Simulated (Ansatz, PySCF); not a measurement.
C₆H₇ (SMILES [CH]1C=CC=CC1), doublet, geometry from GFN2-xTB. Base run: PySCF with BLYP/6-31G**.

Input for PySCF:
```python
from pyscf import gto, scf, dft

mol = gto.M(
    atom='''
C    -0.779652   -1.146861    0.062529
C     0.559104   -1.284788    0.224908
C     1.421463   -0.178137    0.176467
C     0.891817    1.102959   -0.044784
C    -0.438764    1.299552   -0.213789
C    -1.418846    0.177810   -0.176143
H    -1.435288   -2.004379    0.101425
H     0.979805   -2.266194    0.396018
H     2.482961   -0.311164    0.308247
H     1.566885    1.947044   -0.079860
H    -0.837021    2.289145   -0.383521
H    -2.176997    0.371255    0.601233
H    -1.991070    0.151087   -1.118677
''',
    basis='6-31g**',
    charge=0,
    spin=1,
    verbose=4,
)

mf = dft.UKS(mol)
mf.xc = 'blyp'
mf.kernel()
```

The same geometry, method and basis name were run in Ansatz (a program for electronic structure) and PySCF, at each program's defaults and at the settings that a row names. The base is PySCF at its defaults. Differences at the defaults can come from grids, fitting, cores and function types together.

| code and settings | ΔE vs base (µEh) | basis functions | E (Eh) | SCF cycles | dipole (D) |
|---|---|---|---|---|---|
| PySCF, defaults (exact integrals, its default grid, spherical functions) | 0.0 | 119 | -232.67016 | 11 | 0.45 |
| Ansatz, defaults (factorised integrals, its default grid, Cartesian functions) | -6727 | 125 | -232.67688 | - | - |
| PySCF, density fitting with def2-universal-jkfit | -108 | 119 | -232.67026 | 11 | 0.45 |
| PySCF, fine grid | -0.1 | 119 | -232.67016 | 11 | 0.45 |
| Ansatz, high accuracy, Cartesian functions as the basis file defines them | -6726 | 125 | -232.67688 | - | - |

Open shells are given as the SCF converged; they aren't shown to be the lowest states, and a large step between rows can be another state.
